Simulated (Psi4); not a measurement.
P₂, charge +1, doublet, geometry from GFN2-xTB (a state made from the parent by changing its charge; the spin is typed, not shown lowest). Base run: CAM-B3LYP/STO-3G run with Psi4 1.11.

The Psi4 input:
```
memory 2 GB

molecule mol {
1 2
P    -0.000000   -0.000000   -0.984938
P     0.000000    0.000000    0.984938
}

set {
  basis sto-3g
  reference uks
}

energy('cam-b3lyp')
print_variables()
```

Each row names what was changed in the base input (with any setting that the change needs).

| change | E (Eh) | SCF-reference <S^2> |
|---|---|---|
| base | -674.61821 | 0.750 |
| functional = blyp | -674.61296 | 0.750 |
| functional = bhhlyp | -674.66820 | 0.750 |
| functional = wb97x-v | -674.55114 | 0.750 |
| functional = wb97m-v | -674.73063 | 0.750 |
| functional = m11 | -674.18033 | 0.750 |
| functional = m06-2x | -674.68128 | 0.750 |
| functional = pbe0 | -674.41596 | 0.750 |
| functional = mn15 | -672.77373 | 0.750 |
| functional = r2scan | -674.62906 | 0.750 |
| functional = pbe | -674.33178 | 0.750 |
| functional = hf (with energy('scf')) | -673.54563 | 0.751 |
| functional = pbe0-dh | -674.38144 | 0.750 |

Totals shift with the method and basis; they matter in differences.

Open shells are given as the SCF converged; they aren't shown to be the lowest states, and a large step between rows can be another state.
